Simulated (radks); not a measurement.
Fractional charge and spin in the 6s shell of tantalum: the spin-up occupation runs from 0 to 1 and the spin-down occupation from 0 to 1; the fullest corner is Ta, [Xe] 4f14 5d(up 1.5, down 1.5) 6s(up 1, down 1). Calculated with a radial shooting solver on a logarithmic mesh with Libxc functionals: scalar-relativistic Kohn-Sham, r2SCAN, spin-polarised, spherical densities, finite nucleus; meta-GGA in the generalised Kohn-Sham scheme; Fermi nuclear charge, rms radius of each element as measured or else 0.836 A^(1/3) + 0.57 fm. Energy (eV) minus the two flat planes that join the four corners (they meet along the diagonal where the two added fractions sum to one electron); zero is where a piecewise linear energy would lie.

| down \ up | 0 | 0.5 | 1 |
|---|---|---|---|
| 0 | 0.000 | -0.707 | 0.000 |
| 0.5 | -0.707 | 0.392 | -0.630 |
| 1 | 0.000 | -0.630 | 0.000 |

Corners above the fullest one (they belong to Ta+ and the next ion): (up 1, down 0) 8.121 eV, (up 0, down 1) 8.121 eV, (up 0, down 0) 23.123 eV. With half an added electron in each spin the energy lies 0.392 eV from the planes, and with half an added electron in spin up alone -0.707 eV. The planes are only a guide here: the flat-plane condition holds for ground states with one frontier orbital, while this shell lies below other occupied shells, so the corners above the fullest one are inner-hole states and not the ground states of those ions.
